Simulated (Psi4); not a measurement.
H₄O₄Ti, singlet, at a GFN2-xTB geometry (such geometries of metal compounds can be far from the true shape), with bond 9-8 at 2.2 times its length; Psi4 with HF/STO-3G.

Psi4 was given this input:
```
memory 2 GB

molecule {
0 1
Ti    0.00000000    0.00000000   -0.00000000
O     1.24544225   -0.58253470   -1.05566096
H     2.18594291   -0.38412089   -1.04907072
O     0.70126705    0.27495552    1.56125498
H     0.42784937    0.88996160    2.24752262
O    -0.68322854    1.49335881   -0.55495166
H    -1.41360157    1.63536595   -1.16350913
O    -1.26348075   -1.18577963    0.04935764
H    -1.12424266   -3.28771907   -0.13610326
}

set {
  basis sto-3g
  stability_analysis check
  scf_type pk
}

energy('scf')
print_variables()
```

The log (banner, timings and long lists left out):

```
   => Loading Basis Set <=

    Name: STO-3G
    Role: ORBITAL
    Keyword: BASIS

         ---------------------------------------------------------
                                   SCF
               by Justin Turney, Rob Parrish, Andy Simmonett
                          and Daniel G. A. Smith
                              RHF Reference
         ---------------------------------------------------------

  ==> Geometry <==

    Molecular point group: c1
    Full point group: C1

    Geometry (in Angstrom), charge = 0, multiplicity = 1:

       Center              X                  Y                   Z               Mass
    ------------   -----------------  -----------------  -----------------  -----------------
         TI          -0.000660083060     0.009964598670     0.000879208699    47.947941980000
         O            1.244782166940    -0.572570101330    -1.054781751301    15.994914619570
         H            2.185282826940    -0.374156291330    -1.048191511301     1.007825032230
         O            0.700606966940     0.284920118670     1.562134188699    15.994914619570
         H            0.427189286940     0.899926198670     2.248401828699     1.007825032230
         O           -0.683888623060     1.503323408670    -0.554072451301    15.994914619570
         H           -1.414261653060     1.645330548670    -1.162629921301     1.007825032230
         O           -1.264140833060    -1.175815031330     0.050236848699    15.994914619570
         H           -1.124902743060    -3.277754471330    -0.135224051301     1.007825032230

  Running in c1 symmetry.

  Rotational constants: A =      0.11857  B =      0.11377  C =      0.10879 [cm^-1]
  Rotational constants: A =   3554.78408  B =   3410.84491  C =   3261.39930 [MHz]
  Nuclear repulsion =  334.438864103514220

  Charge       = 0
  Multiplicity = 1
  Electrons    = 58
  Nalpha       = 29
  Nbeta        = 29

  ==> Algorithm <==

  SCF Algorithm Type is PK.
  DIIS enabled.
  MOM disabled.
  Fractional occupation disabled.
  Guess Type is SAD.
  Energy threshold   = 1.00e-06
  Density threshold  = 1.00e-06
  Integral threshold = 1.00e-12

  ==> Primary Basis <==

  Basis Set: STO-3G
    Blend: STO-3G
    Number of shells: 24
    Number of basis functions: 42
    Number of Cartesian functions: 43
    Spherical Harmonics?: true
    Max angular momentum: 2

  ==> Integral Setup <==

  Using in-core PK algorithm.
   Calculation information:
      Number of atoms:                   9
      Number of AO shells:              24
      Number of primitives:             72
      Number of atomic orbitals:        43
      Number of basis functions:        42

      Integral cutoff                 1.00e-12
      Number of threads:                 1

  Performing in-core PK
  Using 816312 doubles for integral storage.
  We computed 39868 shell quartets total.
  Whereas there are 45150 unique shell quartets.

  ==> DiskJK: Disk-Based J/K Matrices <==

    J tasked:                  Yes
    K tasked:                  Yes
    wK tasked:                  No
    Schwarz Cutoff:          1E-12

  Minimum eigenvalue in the overlap matrix is 2.4772020772E-01.
  Reciprocal condition number of the overlap matrix is 1.1783502912E-01.
    Using symmetric orthogonalization.

  ==> Pre-Iterations <==

  SCF Guess: Superposition of Atomic Densities via on-the-fly atomic UHF (no occupation information).

   -------------------------
    Irrep   Nso     Nmo
   -------------------------
     A         42      42
   -------------------------
    Total      42      42
   -------------------------

  ==> Iterations <==

                        Total Energy        Delta E     RMS |[F,P]|

   @RHF iter SAD: -1133.81966772667283   -1.13382e+03   0.00000e+00
   @RHF iter   1: -1137.05111290849936   -3.23145e+00   1.54830e-02 DIIS/ADIIS
   @RHF iter   2: -1137.02991576891100    2.11971e-02   1.86317e-02 DIIS/ADIIS
   @RHF iter   3: -1137.47527543165688   -4.45360e-01   2.67201e-03 DIIS/ADIIS
   @RHF iter   4: -1137.48390169848653   -8.62627e-03   1.33724e-03 DIIS/ADIIS
   @RHF iter   5: -1137.48642975620078   -2.52806e-03   1.88959e-04 DIIS/ADIIS
   @RHF iter   6: -1137.48654670898941   -1.16953e-04   7.35745e-05 DIIS
   @RHF iter   7: -1137.48657440058855   -2.76916e-05   3.35236e-05 DIIS
   @RHF iter   8: -1137.48658399721126   -9.59662e-06   2.51586e-05 DIIS
   @RHF iter   9: -1137.48659495030961   -1.09531e-05   1.19093e-05 DIIS
   @RHF iter  10: -1137.48659756805569   -2.61775e-06   2.33420e-06 DIIS
   @RHF iter  11: -1137.48659761647082   -4.84151e-08   9.36920e-07 DIIS
  Energy and wave function converged.

	Presorting SO-basis two-electron integrals.
	Sorting File: SO Ints (nn|nn) nbuckets = 1
	Constructing frozen core operators
	Starting first half-transformation.
	Sorting half-transformed integrals.
	First half integral transformation complete.
	Starting second half-transformation.
	Two-electron integral transformation complete.
	Starting first half-transformation.
	Sorting half-transformed integrals.
	First half integral transformation complete.
	Starting second half-transformation.
	Two-electron integral transformation complete.
    Lowest singlet (RHF->RHF) stability eigenvalues:
       A 0.057755         A 0.077206         A 0.240792         A 0.274477
       A 0.278511

    Lowest triplet (RHF->UHF) stability eigenvalues:
       A -0.404976        A -0.027843        A -0.010406        A 0.218749
       A 0.240366

  ==> Post-Iterations <==

    Orbital Energies [Eh]
    ---------------------

    Doubly Occupied:

       1A   -181.565435     2A    -21.353315     3A    -20.223821
       4A    -20.209466     5A    -20.205264     6A    -20.203445
       7A    -17.937367     8A    -17.937202     9A    -17.936829
      10A     -2.974188    11A     -1.923564    12A     -1.920721
      13A     -1.918760    14A     -1.209265    15A     -1.194857
      16A     -1.192347    17A     -1.120674    18A     -0.562555
      19A     -0.554890    20A     -0.552318    21A     -0.418692
      22A     -0.416476    23A     -0.403899    24A     -0.399927
      25A     -0.390902    26A     -0.374811    27A     -0.342338
      28A     -0.333568    29A     -0.266832

    Virtual:

      30A      0.071645    31A      0.387842    32A      0.406663
      33A      0.435422    34A      0.439310    35A      0.447753
      36A      0.486335    37A      0.644251    38A      0.666018
      39A      0.735984    40A      0.894008    41A      0.942267
      42A      0.954938

    Final Occupation by Irrep:
              A
    DOCC [    29 ]
    NA   [    29 ]
    NB   [    29 ]

  @RHF Final Energy: -1137.48659761647082

   => Energetics <=

    Nuclear Repulsion Energy =            334.4388641035142200
    One-Electron Energy =               -2231.7635827600483935
    Two-Electron Energy =                 759.8381210400634700
    Total Energy =                      -1137.4865976164705899

Computation Completed

Properties will be evaluated at   0.000000,   0.000000,   0.000000 [a0]

Properties computed using the SCF density matrix

 Multipole Moments:

 ------------------------------------------------------------------------------------
     Multipole            Electronic (a.u.)      Nuclear  (a.u.)        Total (a.u.)
 ------------------------------------------------------------------------------------

 L = 1.  Multiply by 2.5417464519 to convert [e a0] to [Debye]
 Dipole X            :         -0.1030699            0.0711733           -0.0318966
 Dipole Y            :          1.1331720           -1.0744334            0.0587385
 Dipole Z            :          0.0805718           -0.0948007           -0.0142289
 Magnitude           :                                                    0.0683379

 ------------------------------------------------------------------------------------

  Variable Map:
  ----------------------------------------------------------------------------
  "CURRENT ENERGY"           =>   -1137.486597616471
  "CURRENT REFERENCE ENERGY" =>   -1137.486597616471
  "DD SOLVATION ENERGY"      =>       0.000000000000
  "HF KINETIC ENERGY"        =>    1131.977006862263
  "HF POTENTIAL ENERGY"      =>   -2269.463604478733
  "HF TOTAL ENERGY"          =>   -1137.486597616471
  "HF VIRIAL RATIO"          =>       2.004867228504
  "NUCLEAR REPULSION ENERGY" =>     334.438864103514
  "ONE-ELECTRON ENERGY"      =>   -2231.763582760048
  "PCM POLARIZATION ENERGY"  =>       0.000000000000
  "PE ENERGY"                =>       0.000000000000
  "SCF ITERATION ENERGY"     =>   -1137.486597616471
  "SCF ITERATIONS"           =>      11.000000000000
  "SCF TOTAL ENERGY"         =>   -1137.486597616471
  "TWO-ELECTRON ENERGY"      =>     759.838121040063

  Array Variable Map:
  ----------------------------------------------------------------------------
  "CURRENT DIPOLE"           =>      -0.031896558221 ... -0.014228911868 1 by 3
  "SCF DIPOLE"               =>      -0.031896558221 ... -0.014228911868 1 by 3
  "SCF TOTAL ENERGIES"       =>   -1133.819667726673 ... -1137.486597616471 1 by 12
```
